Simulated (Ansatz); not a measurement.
Ideal-gas functions of AlBrHO (`[OH][Al][Br]`) radical at 800 K and 1 bar, from an Ansatz frequency run at PBE0-D4/def2-TZVP.

Molar mass 123.89 g/mol, point group Cs (symmetry number 1), electronic degeneracy 2, moments of inertia 16.392, 215.49, 231.882 u Å². Harmonic wavenumbers (cm⁻¹, unscaled): 165, 314, 391, 602, 848, 3947.

Use S(trans) = R[1.5 ln M + 2.5 ln T − 1.1517]; rotational temperatures θ = 24.2544 K / I; S(rot) = R[ln(√π/σ · √(T³/θAθBθC)) + 1.5]; for each mode x = 1.438777 ν̃/T, S = R[x/(eˣ − 1) − ln(1 − e⁻ˣ)] and H = RT x/(eˣ − 1); 1 cm⁻¹ = 0.0119627 kJ/mol; R = 8.31446 J/(mol·K).

**Question.** By hand: the entropy, in J/(mol·K).

**Answer.** Translation 189.5. Rotation: θ = 1.4796, 0.1126, 0.1046 K, giving 117.4. Vibration, mode by mode: 18.45, 13.18, 11.41, 8.05, 5.57, 0.06, in all 56.7. Electronic 5.8. Sum 369.4 J/(mol·K).

**Question.** By hand: H − E and G − E in kJ/mol, counted from the electronic energy.

**Answer.** Zero-point energy ½ × 6267 × 0.0119627 = 37.5; thermal vibration 21.8; translation, rotation and pV give 4 RT = 26.6. H − E = 85.9 kJ/mol, and G − E = 85.9 − 800 × 369.4/1000 = -209.6 kJ/mol.

Vibration gives 15 % of the entropy. The sum counts one conformer and one mirror image; others add a mixing term.
